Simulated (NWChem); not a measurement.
System: phosphorus nitride (PN); SMILES N#P

NWChem input:

```
start job
memory heap 200 mb stack 900 mb global 1100 mb
geometry units angstroms noautosym nocenter noautoz
  N      0.000000     0.000000     1.004870
  P      0.000000     0.000000    -0.474538
end
basis spherical
  * library pcj-1
end
dft
  odft
  mult 1
  xc hfexch
  iterations 150
end
property
  spinspin 1 1 2
end
task dft property
```

Geometry: optimised at PBE0-D3(BJ)/def2-TZVP. Hartree-Fock couplings suffer from near triplet instabilities.

Isotropic indirect couplings, all four terms, static geometry, non-relativistic.

Atoms are numbered as in the input.

### Question
Give the results of this calculation. (Hartree-Fock/pcJ-1.) Quantities: J(14N atom 1, 31P atom 2) (Hz).

### Answer
```
Quantity                         Result
------------------------------  -------
J(14N atom 1, 31P atom 2) (Hz)  15079.5
```
